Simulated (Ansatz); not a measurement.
Born–Oppenheimer molecular dynamics of C₃H₁₂OSi₂ (18 atoms, charge 0, multiplicity 1). It starts from a relaxed structure.

Theory: UKS r2SCANh-D4/STO-3G (Ansatz 0.2.0).

```
ensemble        : NVT, Langevin thermostat
time step       : 0.5 fs
steps asked     : 131
set temperature : 3000 K
friction        : 0.01 /fs
seed            : 227218
```

First frame:

```xyz
18
Properties=species:S:1:pos:R:3
C 1.314 0.410 -2.121
C 1.597 -0.746 -1.132
Si 1.521 -0.199 0.669
O 0.075 0.595 1.044
Si -1.342 -0.330 0.970
C -2.737 0.772 1.539
H 0.321 0.843 -1.944
H 1.349 0.061 -3.161
H 2.054 1.212 -2.009
H 0.882 -1.558 -1.317
H 2.594 -1.157 -1.336
H 1.729 -1.363 1.511
H 2.572 0.760 0.918
H -1.611 -0.796 -0.378
H -1.255 -1.502 1.822
H -2.835 1.651 0.898
H -3.689 0.235 1.517
H -2.576 1.123 2.562
```

Problem. How far do the bonds stretch over the last three quarters of this one trajectory? (Pairs bonded in most of those frames.)

Solution. 
```json
{"bond": "C1–C2", "mean (Å)": "1.569", "spread (Å)": "0.037", "shortest": "1.52", "longest": "1.65"}
{"bond": "C1–H7", "mean (Å)": "1.106", "spread (Å)": "0.022", "shortest": "1.05", "longest": "1.15"}
{"bond": "C1–H8", "mean (Å)": "1.115", "spread (Å)": "0.051", "shortest": "1.02", "longest": "1.22"}
{"bond": "C1–H9", "mean (Å)": "1.108", "spread (Å)": "0.025", "shortest": "1.05", "longest": "1.16"}
{"bond": "C2–Si3", "mean (Å)": "1.924", "spread (Å)": "0.059", "shortest": "1.84", "longest": "2.02"}
{"bond": "C2–H10", "mean (Å)": "1.110", "spread (Å)": "0.054", "shortest": "1.01", "longest": "1.24"}
{"bond": "C2–H11", "mean (Å)": "1.111", "spread (Å)": "0.041", "shortest": "1.03", "longest": "1.19"}
{"bond": "Si3–O4", "mean (Å)": "1.722", "spread (Å)": "0.101", "shortest": "1.57", "longest": "1.88"}
{"bond": "Si3–H12", "mean (Å)": "1.488", "spread (Å)": "0.112", "shortest": "1.31", "longest": "1.66"}
{"bond": "Si3–H13", "mean (Å)": "1.541", "spread (Å)": "0.222", "shortest": "1.19", "longest": "1.90"}
{"bond": "O4–Si5", "mean (Å)": "1.744", "spread (Å)": "0.097", "shortest": "1.58", "longest": "1.86"}
{"bond": "Si5–C6", "mean (Å)": "1.924", "spread (Å)": "0.138", "shortest": "1.65", "longest": "2.09"}
{"bond": "Si5–H14", "mean (Å)": "1.467", "spread (Å)": "0.041", "shortest": "1.38", "longest": "1.54"}
{"bond": "Si5–H15", "mean (Å)": "1.467", "spread (Å)": "0.072", "shortest": "1.35", "longest": "1.60"}
{"bond": "C6–H16", "mean (Å)": "1.107", "spread (Å)": "0.055", "shortest": "1.00", "longest": "1.20"}
{"bond": "C6–H17", "mean (Å)": "1.113", "spread (Å)": "0.042", "shortest": "1.02", "longest": "1.22"}
{"bond": "C6–H18", "mean (Å)": "1.115", "spread (Å)": "0.056", "shortest": "1.02", "longest": "1.24"}
```

Mean temperature of the second half: 1904 K. The mean temperature of the second half is 37 % below the set value. A run of 0.066 ps of so small a system gives no equilibrium averages. Limits of this set-up: minimal basis.

Run time: 28 min on 1 thread of Arm Neoverse V1, on a shared host, peak memory 0.28 GiB.
